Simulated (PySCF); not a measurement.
## Sn²⁺: ionisation energy

Sn²⁺ [Kr] 4d10 5s2 (1S) → Sn³⁺ [Kr] 4d10 5s1 (2S), as a difference of total energies. All numbers are calculated (PySCF 2.14, no relativity, point nucleus, in dyall-av2z). Correlated levels: valence: [Kr] 4d10 frozen; virtual orbitals above 40 to 60 times the deepest correlated orbital energy dropped. The calculations carry no spin-orbit coupling.

| method | ionisation energy (eV) |
| --- | --- |
| UHF | 27.410 |
| LDA | 29.936 |
| PBE | 29.483 |
| PBE0 | 29.151 |
| r2SCAN | 29.074 |
| TPSS | 29.150 |
| M06-2X | 29.248 |
| B97-3 | 29.315 |
| MP2 (valence) | 28.070 |
| SCS-MP2 (valence) | 28.202 |

Q: How much does correlation contribute at MP2 (valence)?

A: 28.070 − (27.410) = 0.660 eV, measured against UHF.

These non-relativistic numbers lack the scalar-relativistic shift.

MP2 underrates the near-degeneracy of ns² with np² in the lower species.

For comparison: 30.506 eV (measured; NIST Atomic Spectra Database, ionization energies).
